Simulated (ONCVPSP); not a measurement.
**Transferability test, ONCV potential for B (Z = 5)**

ONCVPSP 4.0.1 input, shortened (lines: element, Z, core and valence counts, functional; n l f; lmax; l rc ep ncon nbas qcut; lloc lpopt rc5 dvloc0; l nproj debl; icmod fcfact rcfact), PBE, scalar-relativistic:

```
  B 5.00    1    2        4      upf
    1    0    2.00
    2    0    2.00
    2    1    1.00
    2
    0    1.60    0.00    4    8    4.70
    1    3.75    0.00    5    8    3.50
    2    3.00    0.07    4    7    3.10
    4    5    1.25    0.00
    0    2    2.10
    1    2    1.80
    2    2    3.80
    0    0.00    0.00
```

Energies are relative to the spin-unpolarised reference configuration 2s2 2p1; without spin polarisation the order of configurations can differ from experiment.

```
valence configuration  charge  ΔE all-electron (eV)  error AE − PS (meV)
            2s2 2p0.5    +0.5                 2.887                  +28
              2s0 2p3       0                11.721                 -109
```

Q: What are ΔE and the potential's error for 2s2 2p0?

A: ΔE = 8.219 eV all-electron; the error (AE − PS) is +179 meV.

Q: What are ΔE and the potential's error for 2s1 2p0?

A: ΔE = 33.642 eV all-electron; the error (AE − PS) is +512 meV.
